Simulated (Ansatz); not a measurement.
PBE exchange is replaced step by step with exact exchange (0 % is PBE, 25 % PBE0; no dispersion term), basis def2-SVP, Ansatz. System: In8P7Cl3. Charge 0, multiplicity 1. Geometry: r2SCAN-D4/def2-SVP.

Geometry of the singlet:

```tsv
atom	x (Å)	y (Å)	z (Å)
P1	-2.320	3.935	1.582
P2	-0.919	-0.664	1.575
P3	2.136	2.649	0.267
P4	2.384	-0.712	-2.366
P5	-1.168	1.052	-2.784
P6	1.588	-4.404	0.482
P7	-1.951	-2.737	-2.250
In8	0.065	3.622	1.326
In9	1.267	0.631	1.645
In10	2.309	-2.238	-0.410
In11	-2.225	1.500	1.729
In12	-1.911	-0.525	-0.815
In13	1.018	1.410	-1.605
In14	-0.008	-1.238	-3.099
In15	-0.355	-3.854	-0.781
Cl16	0.912	2.086	3.647
Cl17	3.267	-0.930	1.677
Cl18	-4.090	0.417	0.181
```

In the def2 sets In takes a core potential; there is no spin–orbit coupling.

```csv
exact exchange (%),HOMO (eV),LUMO (eV),gap (eV)
0,-5.21,-4.18,1.04
5,-5.39,-4.07,1.31
10,-5.56,-3.97,1.59
25,-6.10,-3.64,2.46
35,-6.46,-3.40,3.06
50,-7.02,-3.04,3.98
```

**Question.** Fit a straight line to the column «gap (eV)» against the share of exact exchange and predict its value at 15 %.

**Answer.** With x = exact exchange (%) and y = gap (eV): mean x = 20.83, mean y = 2.24; Σ(x − x̄)(y − ȳ) = 110, Σ(x − x̄)² = 1871; slope b = 0.05879, intercept a = ȳ − b·x̄ = 1.015. The residuals of the fitted rows reach 0.03. At x = 15 the line gives 1.015 + (0.05879 × 15) = 1.90; the run gave 1.88, 0.02 less than the line.
